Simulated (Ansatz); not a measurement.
`B[NH][GaH2]` + HBr → `[GaH2][Br]` + `BN` at 298.15 K and 1 bar (ligand exchange at a Ga–N bond).

Gas-phase electronic energies from Ansatz, PBE0-D4/def2-TZVP geometries. CCSD(T)/CBS is the MP2 limit (def2-TZVPP, def2-QZVPP) plus CCSD(T) − MP2 in def2-TZVPP, frozen cores. This one scheme is used for every species. For Br, Ga outer-core shells are correlated without core-valence functions, which leaves a few kJ/mol of doubt a bond. Scalar relativity is left out up to krypton.

| species | CCSD(T)/CBS energy (Eh) | H − E (kJ/mol) | S (J/(mol·K)) |
| --- | --- | --- | --- |
| `B[NH][GaH2]` | -2006.47671 | 151.2 | 298.6 |
| HBr | -2573.91920 | 24.6 | 198.6 |
| `[GaH2][Br]` | -4498.49736 | 49.2 | 276.1 |
| `BN` | -81.93499 | 137.2 | 228.1 |

H − E and S are ideal-gas, rigid-rotor, harmonic terms from PBE0-D4/def2-TZVP. 1 Eh = 2625.50 kJ/mol, R = 8.31446 J/(mol·K).

Q: By hand: ΔE, ΔH, ΔS and ΔG.

A: ΔE = (-4498.49736) + (-81.93499) − (-2006.47671) − (-2573.91920) = -0.03644 Eh = -95.7 kJ/mol. Δ(H − E) = 49.2 + 137.2 − 151.2 − 24.6 = 10.6, so ΔH = -85.1 kJ/mol. ΔS = 276.1 + 228.1 − 298.6 − 198.6 = 7.0 J/(mol·K). ΔG = -85.1 − 298.15 × (7.0)/1000 = -87.2 kJ/mol.

Q: By hand: the equilibrium constant, and the temperature at which ΔG would vanish if ΔH and ΔS stayed fixed.

A: log₁₀ K = −ΔG/(RT ln 10) = 15.3. ΔH and −TΔS have one sign here, so there is no such temperature.

The number of gas molecules stays the same, so ΔS is small and ΔH decides. A doubt of 5 kJ/mol in ΔE shifts log₁₀ K by 0.9 here. These are equilibria of isolated gas molecules and say nothing of rates. Largest T1 diagnostic: 0.013 (customary marks: 0.02 for closed shells, 0.045 for open ones).
